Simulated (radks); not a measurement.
Results of a calculation; reference values are marked as such.
Ionisation of Re, [Xe] 4f14 5d5 6s2, to Re+, [Xe] 4f14 5d5 6s1, under several functionals. Scalar-relativistic Kohn-Sham, spin-polarised, spherical densities, point nucleus; open shells are filled with parallel spins first (spin-orbit coupling, left out, can overturn this in heavy ions); a radial shooting solver on a logarithmic mesh with Libxc functionals. The NIST Atomic Spectra Database gives 7.834 eV (measured). Rank these functionals by the error of their Delta-SCF ionisation energy: XLYP; SOGGA; B86b exchange with PBE correlation; revPBE; exchange-only B88; exchange-only PBE; PW91.

Answer. From best to worst: PW91 7.715 eV (-0.118); B86b exchange with PBE correlation 7.665 eV (-0.168); revPBE 7.523 eV (-0.311); XLYP 8.154 eV (+0.321); SOGGA 7.443 eV (-0.391); exchange-only PBE 6.742 eV (-1.092); exchange-only B88 6.537 eV (-1.297). Open shells are spherical and high-spin; term and fine-structure splittings are not resolved. Spin-orbit splitting is averaged out at the scalar-relativistic level.
